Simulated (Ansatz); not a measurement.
CH8BSbSi (`B[SiH2][SbH][CH3]`) at its PBE0-D4/def2-TZVP geometry, where that method's forces vanish. Charge 0, multiplicity 1. Sb takes the def2 core potential.

```xyz
12

B    -0.1606   -1.2052   -1.0470
Si   -1.6698   -0.2557   -0.1540
Sb    0.1997    1.3470   -0.7581
C     1.2384    1.0605    1.1143
H     0.5241   -1.8662   -0.3148
H    -0.3890   -1.5555   -2.1717
H    -1.8556   -0.3171    1.3162
H    -2.9373    0.0350   -0.8641
H     0.8300   -0.3098   -1.4047
H     0.9276    1.8521    1.7970
H     0.9797    0.0916    1.5383
H     2.3128    1.1233    0.9486
```

(1) What forces (eV/Å) does r2SCAN-D4/def2-TZVPP give on these atoms in Ansatz 0.2.0? (Best estimate.)

## Answers

(1) The calculation gave: 
```
B1   0.029 -0.042 -0.035
Si2 -0.071 -0.035  0.024
Sb3 -0.016  0.096 -0.104
C4   0.061 -0.018  0.114
H5  -0.013  0.032 -0.009
H6   0.001  0.024  0.029
H7   0.003 -0.001 -0.013
H8   0.013 -0.006  0.008
H9  -0.001 -0.057 -0.006
H10  0.012 -0.021 -0.011
H11  0.007  0.028 -0.005
H12 -0.024  0.000  0.008
```
